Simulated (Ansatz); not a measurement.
`BBC[SiH3]` and `C=CBC[SiH3]` differ in one atom or group.

Ansatz, PBE0-D4/def2-TZVP geometries, multiplicity 1. Each molecule was computed in one conformer, which needn't be the lowest.

```tsv
property	`BBC[SiH3]`
LUMO energy (PBE/def2-TZVPP) / eV	-2.63
HOMO–LUMO gap (ωB97M-V/def2-TZVPP) / eV	10.63
LUMO energy (ωB97M-V/def2-TZVPP) / eV	0.25
size of the dipole moment (ωB97M-V/def2-TZVPP) / D	0.90
HOMO energy (PBE/def2-TZVPP) / eV	-6.75
LUMO energy (PBE0/def2-TZVPP) / eV	-1.63
```

Question: What does the change do to each property? (Estimate.)

Answer: Computed: 
```json
{"property": "LUMO energy (PBE/def2-TZVPP) / eV", "`C=CBC[SiH3]`": "-2.79", "shift": "-0.16"}
{"property": "HOMO–LUMO gap (ωB97M-V/def2-TZVPP) / eV", "`C=CBC[SiH3]`": "10.48", "shift": "-0.15"}
{"property": "LUMO energy (ωB97M-V/def2-TZVPP) / eV", "`C=CBC[SiH3]`": "0.14", "shift": "-0.11"}
{"property": "size of the dipole moment (ωB97M-V/def2-TZVPP) / D", "`C=CBC[SiH3]`": "1.09", "shift": "0.19"}
{"property": "HOMO energy (PBE/def2-TZVPP) / eV", "`C=CBC[SiH3]`": "-7.04", "shift": "-0.29"}
{"property": "LUMO energy (PBE0/def2-TZVPP) / eV", "`C=CBC[SiH3]`": "-1.84", "shift": "-0.21"}
```

Dipoles are sizes alone; their direction can turn.
